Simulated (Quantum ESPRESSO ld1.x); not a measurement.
Q: The cobalt ion Co3.375+, 23.625 electrons, occupied as [Ar] 3d5.625 (fractional occupations, a model configuration). Method: non-relativistic Kohn-Sham, BLYP, spin-unpolarised, spherical densities, point nucleus; computed with ld1.x of Quantum ESPRESSO 7.5. Some entries of the table are withheld. Estimate them.

orbital   occ.  eigenvalue (hartree)  <1/r> (bohr^-1)
1s           2              -278.043            26.51
2s           2              -34.2170            5.706
2p           6              -29.9469              (1)
3s           2              -5.35976            1.825
3p           6              -4.07390            1.707
3d       5.625                   (2)            1.414

A: 
(1) 2p <1/r> (bohr^-1): 5.663
(2) 3d eigenvalue (hartree): -1.94596
